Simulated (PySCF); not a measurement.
CH9BSi2, SMILES CB([SiH3])[SiH3].

Geometry: ωB97X-D3(BJ)/def2-SVP. The structure was generated by enumeration, and PubChem lists no compound with its InChIKey, so it may never have been made.

Calculation: PBE/def2-TZVP in PySCF.

**Question.** Estimate the frontier levels, gap, dipole moment and polarisability. (An estimate is asked for; the answer gives what the named calculation found.)

**Answer.** 
```yaml
highest_occupied_level: -6.32 eV
lowest_empty_level: -3.23 eV
orbital_gap: 3.09 eV
dipole_moment: 1.33 D
quadrupole, principal values (traceless, Buckingham form, about the centre of nuclear charge): -4.34, 1.48, 2.86 D·Å
mean_static_polarisability: 91.1 bohr³ (13.49 Å³)
polarisability_principal_values: 72.7, 93.2, 107.3 bohr³
```
